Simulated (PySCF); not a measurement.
C2H6BF2N, SMILES CCNB(F)F. Coordinates come from a PBE-D3(BJ)/def2-SVP optimisation. The structure was generated by enumeration, and PubChem lists no compound with its InChIKey, so it may never have been made. Other conformers were not sampled.

Computed equilibrium geometry at PBE-D3(BJ)/def2-SVP (PySCF confirms it by a frequency run) as bond lengths and angles (one conformer of several):
Atoms: C1 C2 N3 B4 F5 F6 H7 H8 H9 H10 H11 H12. Bonds (Å): C1–C2 1.529, C1–H7 1.109, C1–H8 1.110, C1–H9 1.109, C2–N3 1.455, C2–H10 1.108, C2–H11 1.114, N3–B4 1.404, N3–H12 1.022, B4–F5 1.344, B4–F6 1.343. Angles (°): C2–C1–H7 110.8, C2–C1–H8 111.3, C2–C1–H9 111.0, H7–C1–H8 107.7, H7–C1–H9 108.3, H8–C1–H9 107.5, C1–C2–N3 113.3, C1–C2–H10 110.0, C1–C2–H11 109.7, N3–C2–H10 107.4, N3–C2–H11 109.9, H10–C2–H11 106.2, C2–N3–B4 126.1, C2–N3–H12 115.6, B4–N3–H12 118.2, N3–B4–F5 121.3, N3–B4–F6 121.0, F5–B4–F6 117.7.
Charge 0, spin multiplicity 1.
